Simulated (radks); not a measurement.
These are the eigenvalues of the occupied orbitals of an atom or ion with whole-number occupations (eV). Method: non-relativistic Kohn-Sham, PBE, spin-polarised, spherical densities, point nucleus; computed with a radial shooting solver on a logarithmic mesh with Libxc functionals.

1s up: -15952.59
1s down: -15952.57
2s up: -2423.463
2s down: -2418.667
2p up: -2238.611
2p down: -2235.127
3s up: -627.7837
3s down: -621.7051
3p up: -560.2995
3p down: -554.0640
3d up: -440.6632
3d down: -433.5918

Which element is it, and in what charge state? The configuration may be excited. Open shells, if any, are filled with parallel spins first.

Answer. Z = 38, strontium, charge +13: Sr13+ in [Ar] 3d7. The list shows which subshells hold electrons but not how many an open one holds; the 1s level, -586.25 hartree, gives Z - s = 34.2 by -(Z - s)^2/2, which with screening narrows Z to a few neighbours, and the depths of the outer levels then fix element, charge and occupations together.
